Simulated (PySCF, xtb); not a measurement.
CH7AsB+: 3 structures ranked

3 gas-phase structures of CH7AsB+, found in a search over its isomers (lower ones may exist). Each was relaxed with GFN2-xTB:

A. `CB[AsH3+]`, a singlet
B. `B[AsH2+]C`, a singlet
C. `BC[AsH3+]`, a singlet

Question: Which do you expect lowest at r2SCAN-D4/def2-SVP, and how would the others follow?

Answer: Calculated order at r2SCAN-D4/def2-SVP: A (0.000), B (0.422), C (0.576) eV.

Energies above the lowest of each column, in eV; the last columns are at PBE-D3(BJ)/def2-SVP geometries:

| structure | GFN2-xTB | HF/STO-3G | r2SCAN-D4/def2-SVP | PBE-D3(BJ)/def2-SVP | CCSD(T)/def2-SVP + ΔMP2/def2-TZVPP |
| --- | --- | --- | --- | --- | --- |
| A | 0.004 | 0.000 | 0.000 | 0.000 | 0.000 |
| B | 0.000 | 0.050 | 0.422 | 0.451 | 0.208 |
| C | 0.408 | 0.379 | 0.576 | 0.631 | 0.443 |

Every level run on A puts it lowest or level with the lowest. Flexible structures stand in one conformer each, not always the lowest. ΔMP2 is the change of the MP2 energy from the smaller to the larger basis.

Programs: PySCF 2.14.0, xtb 6.7.1.
